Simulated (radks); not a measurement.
Results of a calculation; reference values are marked as such.
Effect of the nuclear size on the rhenium ion Re+, [Xe] 4f14 5d5 6s1. Level of theory: Dirac Kohn-Sham, exchange-only LDA, spin-unpolarised, spherical densities, finite nucleus; open shells are shared between the two j in proportion to 2j + 1; Fermi nuclear charge, rms radius 5.3698 fm (a radial shooting solver on a logarithmic mesh with Libxc functionals). The rms radius is varied about that value; shifts are against it.

rms radius (fm)  total energy shift (eV)  density at nucleus (e/bohr^3)  1s1/2 shift (meV)  2s1/2 shift (meV)  5p1/2 shift (meV)  6s1/2 shift (meV)  5d5/2 shift (meV)  6p1/2 (empty) shift (meV)  7s1/2 (empty) shift (meV)
4.371                              -22.2                      1.658e+06              -8970              -1280              0.318              -1.23              0.441                      0.133                     -0.157
4.9993                             -8.57                       1.58e+06              -3470               -493              0.122             -0.477              0.170                      0.051                     -0.061
5.3698                                 0                       1.54e+06              0.000              0.000              0.000              0.000              0.000                      0.000                      0.000
5.6114                              5.80                      1.516e+06               2350                334             -0.083              0.323             -0.115                     -0.035                      0.041
6.041                               16.5                      1.477e+06               6680                950             -0.235              0.918             -0.328                     -0.099                      0.117

Slopes of the eigenvalues against <r^2> in GHz/fm^2, as finite differences over the two radii next to the reference (eigenvalue slopes, not the field-shift constants of lines): 1s1/2 217000, 2s1/2 30800, 5p1/2 -7.64, 6s1/2 29.8, 5d5/2 -10.6, 6p1/2 (empty) -3.20, 7s1/2 (empty) 3.79.
